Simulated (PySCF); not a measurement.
Se: ionisation energy

Se [Ar] 3d10 4s2 4p4 (3P) → Se⁺ [Ar] 3d10 4s2 4p3 (4S), as a difference of total energies. All numbers are calculated (PySCF 2.14, scalar relativity by spin-free X2C-1e, in Sapporo-DKH3-DZP-2012). Correlated levels: valence: [Ar] 3d10 frozen. The calculations carry no spin-orbit coupling.

```
           method  ionisation energy (eV)
              UHF                   8.486
              PBE                   9.610
             BP86                   9.803
    MP2 (valence)                   8.942
SCS-MP2 (valence)                   8.959
   CCSD (valence)                   8.970
CCSD(T) (valence)                   8.983
```

Question: How much does correlation contribute at CCSD(T) (valence)?

Answer: 8.983 − (8.486) = 0.497 eV, measured against UHF.

Errors of the correlated levels include the incompleteness of this basis and the frozen core.

For comparison: 9.635 eV (measured; NIST levels, between the centres of gravity of the two terms).
